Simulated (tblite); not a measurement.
Compound: C7H11O (doublet state).
Cartesian coordinates in Å at the GFN2-xTB level; atoms count from 1:
```xyz
19
C7H11O angstrom
C     -2.1648    1.4410   -1.1905
C     -1.8252    0.6591   -0.0645
O     -2.4597    0.6779    0.9878
C     -0.6004   -0.2462   -0.2371
C     -0.6679   -1.4329    0.7130
C      0.6285    0.6403    0.0480
C      1.8981   -0.0750   -0.2879
C      2.8350   -0.3728    0.5920
H     -1.6104    1.3774   -2.1092
H     -3.0986    1.9766   -1.1967
H     -0.5482   -0.5990   -1.2715
H      0.2524   -2.0102    0.6645
H     -1.5037   -2.0776    0.4510
H     -0.8177   -1.0814    1.7309
H      0.6217    0.9260    1.1011
H      0.5603    1.5507   -0.5556
H      2.0134   -0.3530   -1.3279
H      2.7359   -0.1091    1.6322
H      3.7416   -0.8826    0.3130
```

Computed with GFN2-xTB (tblite): harmonic, unscaled wavenumbers at the GFN2-xTB geometry, gas phase. Errors from tens to a few hundred cm⁻¹ against measured bands are possible. One conformer, not necessarily the lowest. Open shells enter through the occupations alone, without spin polarisation, and single modes of such species can be off by tens of per cent.

Harmonic wavenumbers (cm⁻¹): 42.1, 58.0, 75.7, 157.0, 183.3, 242.0, 278.0, 302.3, 366.3, 423.7, 472.3, 567.0, 596.3, 630.4, 729.4, 826.5, 887.0, 900.6, 920.0, 962.5, 980.2, 1019.8, 1047.7, 1063.4, 1125.8, 1136.0, 1172.1, 1205.3, 1234.4, 1285.7, 1307.1, 1314.8, 1389.2, 1406.7, 1411.3, 1467.2, 1482.2, 1493.4, 1576.9, 1712.7, 2938.4, 2943.7, 2995.2, 3036.4, 3039.9, 3048.8, 3052.4, 3100.1, 3105.5, 3125.5, 3155.0.

A = 3971, B = 1168, C = 1028 MHz; mass 111.081 u (most abundant isotopes); point group C1, symmetry number 1; spin multiplicity 2.

Question: What is the zero-point energy?

Answer: ½Σν̃ = 34497 cm⁻¹ = 412.67 kJ/mol.

Question: What is S at 350 K and 1 bar for an ideal gas of classical rigid rotors and harmonic oscillators?

Answer: Translation 170.93, rotation 121.67, vibration 143.01, spin (R ln 2) 5.76: S = 441.4 J/(mol K).

Question: And Cp and H(350 K) − H(0)?

Answer: Cp = 176.40 J/(mol K), of which vibrations give 143.14 (their classical limit is 51 R = 424.0); H(350 K) − H(0) = 37.09 kJ/mol without the zero-point energy, 25.45 from vibrations.

Question: How do the functions run with temperature in this model?

Answer: 
| T (K) | S (J/(mol K)) | Cp (J/(mol K)) | H − H(0) (kJ/mol) | G − H(0) (kJ/mol) | ln q(vib) |
| --- | --- | --- | --- | --- | --- |
| 150 | 331.0 | 96.9 | 9.93 | -39.73 | 3.36 |
| 250 | 389.3 | 135.3 | 21.50 | -75.83 | 5.94 |
| 298.15 | 414.8 | 155.1 | 28.49 | -95.19 | 7.16 |
| 400 | 466.2 | 196.1 | 46.40 | -140.08 | 9.70 |
| 600 | 558.8 | 260.8 | 92.49 | -242.77 | 14.62 |
| 900 | 677.4 | 323.6 | 180.92 | -428.76 | 21.64 |

q(vib) and H(0) count from the zero-point level.

Question: What must be added to the electronic energy to get the Gibbs energy at 350 K and 1 bar?

Answer: ZPE + [H(350 K) − H(0)] − T·S = 412.67 + 37.09 − 154.48 = 295.28 kJ/mol.

Question: Which modes carry the vibrational entropy at 350 K?

Answer: 42.1 cm⁻¹: 22.91; 58.0 cm⁻¹: 20.25; 75.7 cm⁻¹: 18.05; 157.0 cm⁻¹: 12.10; 183.3 cm⁻¹: 10.86; 242.0 cm⁻¹: 8.69 J/(mol K); the other 45 give 50.14 together.

Question: Blend soft modes into free rotors: weight 1/[1 + (100 cm⁻¹/ν̃)⁴] for the oscillator and the rest for a rotor with moment μB/(μ + B), μ = h/(8π²ν), B = 10⁻⁴⁴ kg m². What vibrational entropy results?

Answer: 128.25 J/(mol K) in place of 143.01, which changes −T·S at 350 K by +5.16 kJ/mol.

Hindered rotation and anharmonicity are outside this model. Other conformers, if any are populated, would add a mixing term that is left out. The structure is chiral; the term R ln 2 for an equal mix with its mirror image is left out.

Time: 0.55 s. Hardware: one thread, Arm Neoverse V2 (aarch64), no GPU, shared host with 96 logical CPUs at a one-minute load of 28. The figure is for the frequency step alone.
